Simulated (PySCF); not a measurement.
W(S)2(NH2)(SH) (H₃NS₃W), SMILES [NH2][W](=[S])(=[S])[SH], multiplicity 1. The structure is a stationary point at PBE-D3(BJ)/def2-SVP. The multiplicity is an assumed one; no other spin state was optimised. The structure was generated by enumeration; whether it is a known compound was not checked. The def2 effective core potentials stand for the cores of W; spin–orbit coupling is left out. One conformer was computed; it need not be the lowest.

### Question
Give the equilibrium geometry at PBE-D3(BJ)/def2-SVP (PySCF confirms it by a frequency run) as a Z-matrix. (An estimate is asked for; the answer gives what the named calculation found.)

### Answer
Several could match; the one computed here: 
```
W
N 1 1.9378
H 2 1.0254 1 124.32
H 2 1.0261 3 111.46 1 -173.36
S 1 2.1496 2 109.79 3 -142.83
S 1 2.1528 2 108.22 3 -18.99
S 1 2.3528 2 111.29 3 102.40
H 7 1.3674 1 95.36 2 -73.72
```
